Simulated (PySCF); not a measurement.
SMILES C(C)([S])(C)C, doublet, CAM-B3LYP/def2-SVP optimised geometry.

```
14

C     -0.67     1.34     0.00
C     -0.14    -0.10     0.00
C      1.39    -0.10     0.00
C     -0.69    -0.86    -1.21
S     -0.77    -0.86     1.55
H     -0.34     1.85    -0.92
H     -1.77     1.36     0.02
H     -0.30     1.91     0.86
H      1.78    -1.12     0.04
H      1.77     0.37    -0.92
H      1.78     0.46     0.86
H     -0.33    -0.40    -2.14
H     -1.78    -0.87    -1.21
H     -0.34    -1.91    -1.20
```

Density from unrestricted CAM-B3LYP/def2-TZVP (PySCF) at that geometry.

Minimum of the electron density along straight lines between bonded atoms, close to the bond critical point (lines longer than 1.1 times the sum of covalent radii, or with two minima, are not listed):

```
bond    length / Å  ρ at the minimum / e bohr⁻³  ∇²ρ there / e bohr⁻⁵  position (fraction from the first atom)
------  ----------  ---------------------------  --------------------  ---------------------------------------
C1–C2        1.535                        0.244                 -0.60                                     0.49
C2–C3        1.530                        0.249                 -0.63                                     0.51
C2–C4        1.530                        0.249                 -0.63                                     0.51
C2–S5        1.832                        0.180                 -0.29                                     0.47
C1–H6        1.102                        0.271                 -0.91                                     0.64
C1–H7        1.100                        0.274                 -0.93                                     0.64
C1–H8        1.100                        0.274                 -0.93                                     0.64
C3–H9        1.100                        0.274                 -0.93                                     0.64
C3–H10       1.103                        0.271                 -0.91                                     0.64
C3–H11       1.099                        0.275                 -0.94                                     0.64
C4–H12       1.103                        0.271                 -0.91                                     0.64
C4–H13       1.099                        0.275                 -0.94                                     0.64
C4–H14       1.100                        0.274                 -0.93                                     0.64
```
